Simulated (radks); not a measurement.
The numbers below are computed, except where a source is named.
Spherical quantum dot in the effective-mass picture: electrons in a parabolic well V = omega^2 r^2 / 2 with omega = 1.15, all in effective atomic units (hartree* = m*/eps^2 hartree, bohr* = eps/m* bohr), one dielectric constant everywhere. Level of theory: non-relativistic Kohn-Sham, exchange-only LDA, spin-polarised, spherical densities (a radial shooting solver with Libxc functionals). Levels are named by radial order and angular momentum (1s, 1p, 1d, 2s, ...), and open shells are averaged over m. Results are scaled to m* = 0.04 and eps = 4.5, for which hartree* = 53.75 meV and bohr* = 5.953 nm.

N = 19, configuration 1s2 1p6 1d10 2s(up 1, down 0). This is the lowest configuration that the search found. Occupied and some empty levels:

| level | occupation | eigenvalue (meV) | <r> (nm) |
|---|---|---|---|
| 1s up | 1 | 589.84 | 8.963 |
| 1s down | 1 | 591.78 | 9.147 |
| 1p up | 3 | 620.35 | 11.34 |
| 1p down | 3 | 621.18 | 11.37 |
| 1d up | 5 | 654.18 | 12.98 |
| 1d down | 5 | 654.87 | 12.97 |
| 2s up | 1 | 660.22 | 11.27 |
| 2s down | 0 | 663.21 | 11.31 |
| 1f up | 0 | 691.31 | 14.27 |
| 1f down | 0 | 692.06 | 14.25 |
| 2p up | 0 | 701.97 | 12.69 |
| 2p down | 0 | 703.59 | 12.76 |
| 1g up | 0 | 731.39 | 15.36 |
| 1g down | 0 | 732.22 | 15.35 |

Energy (meV): total 7924.77, kinetic 1035.8, external 2986.9, Hartree 4329.4, exchange-correlation -427.28.
